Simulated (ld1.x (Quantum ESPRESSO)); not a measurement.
Configuration tests for Ru (TM)

- Element: ruthenium
- Generator: ld1.x (Quantum ESPRESSO) 7.5
- Type: norm-conserving Troullier–Martins (Kleinman–Bylander form)
- Functional: PBE
- Relativity: fully relativistic
- Frozen core: [Ar] 3d10 4s2
- Valence charge: 14
- Reference configuration: 4p6 4d8 5s0 5p0
- Partial waves: 4p (bound): rc 1.10 bohr; 4d (bound): rc 1.35 bohr; 5s (bound, empty): rc 2.35 bohr
- Local potential: the s channel
- Core correction: a·sin(br)/r model core inside 0.60 bohr

Open shells are filled in proportion to 2j + 1 (rel_dist='average').

Energies are relative to the spin-unpolarised reference configuration 4p6 4d8 5s0 5p0; without spin polarisation the order of configurations can differ from experiment. Not all tests gave a result: 1 of 7 tests not solved or not reliable. The frozen-core shift is the all-electron ΔE with the core orbitals held at their reference shape minus the fully relaxed ΔE.

| valence configuration | charge | ΔE all-electron (eV) | error AE − PS (meV) | frozen-core shift (meV) |
| --- | --- | --- | --- | --- |
| 4p6 4d7 5s1 5p0 | 0 | 0.334 | -55 | +2.4 |
| 4p6 4d6 5s0 5p0 | +2 | 25.813 | -232 | +14 |
| 4p6 4d6 5s1 5p0 | +1 | 10.447 | -222 | +13 |
| 4p6 4d7 5s0 5p1 | 0 | 3.792 | -478 | +1.9 |
| 4p5 4d7 5s1 5p0 | +1 | 52.795 | -529 | +40 |

**Question.** What are ΔE and the potential's error for 4p6 4d6 5s1 5p1?

**Answer.** ΔE = 5.983 eV all-electron; the error (AE − PS) is -861 meV.
